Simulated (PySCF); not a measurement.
Orbital picture of SrF

PBE0 at R = 2.070 Å; basis Sr def2-TZVPP with ECP28, F def2-TZVPP; scalar-relativistic core potentials; PySCF 2.14. State: ²Σ⁺ (doublet), unpaired electrons σ ↑. Only the outer orbitals are listed, counted within each symmetry, core potentials removing the inner ones.

```
spin  orbital  occ.  ε (eV)  on Sr (%)   main shells (%)
   α       3σ     1  -29.67          9    90 F s, 8 Sr p
   α       1π     1  -24.45        100          100 Sr p
   α       1π     1  -24.45        100          100 Sr p
   α       4σ     1  -23.77         90    90 Sr p, 9 F s
   α       5σ     1   -9.32          9            91 F p
   α       2π     1   -9.23          5            95 F p
   α       2π     1   -9.23          5            95 F p
   α       6σ     1   -3.94        100  86 Sr s, 11 Sr p
   α       3π     0   -1.08        100  82 Sr p, 18 Sr d
   α       3π     0   -1.08        100  82 Sr p, 18 Sr d
   α       7σ     0   -0.67         99  55 Sr p, 41 Sr d
   β       3σ     1  -29.66          9            91 F s
   β       1π     1  -24.34        100          100 Sr p
   β       1π     1  -24.34        100          100 Sr p
   β       4σ     1  -23.66         90    90 Sr p, 8 F s
   β       5σ     1   -9.30          8            91 F p
   β       2π     1   -9.24          5            95 F p
   β       2π     1   -9.24          5            95 F p
   β       6σ     0   -1.87        100           91 Sr s
   β       3π     0   -0.03        100  82 Sr p, 18 Sr d
   β       3π     0   -0.03        100  82 Sr p, 18 Sr d
```

Which are the highest filled and the lowest empty level, where do they sit, and how wide is the gap?

Highest filled α 6σ at -3.94 eV (in %: 86 Sr s, 11 Sr p); lowest empty β 6σ at -1.87 eV (in %: 91 Sr s); the gap at PBE0 is 2.07 eV.

* bond order (Mayer): 0.57
* ⟨S²⟩: 0.750
* charge on Sr (Mulliken, basis-dependent): 0.67
* charge on Sr (Löwdin, basis-dependent): 0.51
* dipole moment (positive dipole means Sr(−)F(+)): -3.34 D

Spin–orbit coupling is left out. The state is the lowest determinant that a PBE0 search found; another state may lie lower at other levels.
